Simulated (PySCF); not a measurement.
Bonds: Si1-C2 1.833 Å, Si1-C4 1.833 Å, Si1-C6 1.834 Å, Si1-C8 1.833 Å, C2-N3 1.159 Å, C4-N5 1.159 Å, C6-N7 1.159 Å, C8-N9 1.159 Å.

Geometry: PBE0-D3(BJ)/def2-SVP; GIAO shifts from PySCF 2.14.0 with density-fitted response routines, gas phase, non-relativistic, averaged over equivalent atoms.

At PBE0/pcSseg-1 (160 basis functions, 61 s wall time on 1 thread of an Intel Xeon, shared host):
| atoms | δ (ppm) |
| --- | --- |
| Si1 | -130.8 |
| C2/C4/C6/C8 | 115.4 |
| N3/N5/N7/N9 | 392.7 |

Referencing at the same level of theory: TMS for $^{29}$Si (σref 351.99) and $^{13}$C (σref 184.41); NH3 for $^{15}$N (σref 265.67).

What do these become at KT2/pcSseg-1?

Answers


```
      atoms  δ at KT2/pcSseg-1  change
        Si1             -142.4   -11.6
C2/C4/C6/C8              100.6   -14.8
N3/N5/N7/N9              362.2   -30.5
```

Chemical shifts δ = σref − σ; $^{29}$Si (361.05 ppm) and $^{13}$C (183.22 ppm) against TMS; NH3 for $^{15}$N (264.30 ppm), all at this level.

The largest change is at N3/N5/N7/N9 (nitrogen bonded to C). Cost: 160 basis functions, 56 s wall time on 1 thread of an Intel Xeon, shared host.

Experimental scales use liquid or dissolved standards, which lie at an offset from isolated NH3 (liquid NH3: subtract about 20 ppm). Unscaled 15N shifts of sp2 nitrogen come out 20 to 40 ppm too high even then.
